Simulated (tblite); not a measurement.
C6H11AsO2.
SMILES with atom numbers: `[O:1]=[C:2]([OH:3])[C@@H:4]1[CH2:5][CH2:6][CH2:7][AsH:8][CH2:9]1` (hydrogens: H10 on O3; H11 on C4; H12, H13 on C5; H14, H15 on C6; H16, H17 on C7; H18 on As8; H19, H20 on C9)

Computed with GFN2-xTB (tblite), gas phase: L-BFGS steps from a force-field or distance-geometry start until the largest atomic force falls under 0.01 eV/Å.

Geometry at step 13:
```
atom  x, y, z in Å
O1      2.4967   -0.9931   -1.4155
C2      2.2082   -0.2599   -0.5081
O3      3.1378    0.3871    0.2131
C4      0.8153   -0.0039    0.0026
C5     -0.2218   -0.8620   -0.7132
C6     -1.3736   -1.1645    0.2349
C7     -2.2919    0.0446    0.3062
As8    -1.4040    1.7814    0.7080
C9      0.4028    1.4604   -0.0722
H10     4.0100    0.1347   -0.1254
H11     0.8772   -0.3076    1.0558
H12    -0.6075   -0.3135   -1.5781
H13     0.2419   -1.7722   -1.0833
H14    -1.9522   -2.0295   -0.1021
H15    -0.9750   -1.4041    1.2263
H16    -2.7831    0.1707   -0.6632
H17    -3.0768   -0.1064    1.0545
H18    -0.9789    1.3509    2.1063
H19     0.3641    1.7950   -1.1139
H20     1.1055    2.1028    0.4644
```

Task: Give the atomic forces at this geometry.

Result: 
```
atom  Fx (eV/Å)  Fy (eV/Å)  Fz (eV/Å)
  O1      0.103      0.019     -0.068
  C2     -0.026      0.093     -0.097
  O3     -0.023     -0.119     -0.140
  C4     -0.093      0.077      0.046
  C5     -0.031     -0.130     -0.009
  C6     -0.111      0.063      0.022
  C7     -0.023      0.145      0.018
 As8      0.083     -0.056      0.318
  C9     -0.122      0.073      0.072
 H10      0.125      0.116      0.051
 H11     -0.106      0.080      0.090
 H12      0.062     -0.090     -0.031
 H13      0.084     -0.170      0.037
 H14      0.063     -0.005     -0.060
 H15     -0.066     -0.014     -0.034
 H16     -0.090     -0.036     -0.020
 H17     -0.015      0.015     -0.038
 H18     -0.011      0.025     -0.111
 H19      0.133     -0.064     -0.001
 H20      0.064     -0.023     -0.046
```

The largest, 0.33 eV/Å, acts on As8; the rms over all components is 0.087 eV/Å. The forces sum to zero within rounding, as they must for an isolated molecule in no field.

Task: Give the force on As8 in Eh/bohr and in nN.

Result: 0.333 eV/Å ÷ 51.422 = 0.00648 Eh/bohr, and 0.333 eV/Å × 1.602 = 0.53 nN.

Task: How far is this geometry from the end of the optimisation?

Result: 0.154 eV above it, and 0.321 Å rms away after alignment. The bonds farthest from their final lengths, with half the difference of the two atoms' forces along the bond (positive lengthens):

```tsv
bond	now (Å)	final (Å)	force along bond (eV/Å)
As8–C9	1.994	1.979	-0.06
As8–H18	1.524	1.512	-0.22
C7–As8	1.992	1.981	-0.03
C5–H13	1.086	1.093	+0.03
C4–C9	1.523	1.529	0.00
C2–C4	1.505	1.511	+0.05
```

The angle farthest from its final value is C2–C4–C9, 113.4° against 106.2°.

Of the 3 listed bonds off by 0.010 Å or more, this force points towards the final length in 3.

The cost below is that of the whole relaxation. The run took 0.76 s on one thread, Intel Xeon 6975P-C (x86_64), no GPU, shared host with 192 logical CPUs at a one-minute load of 82.
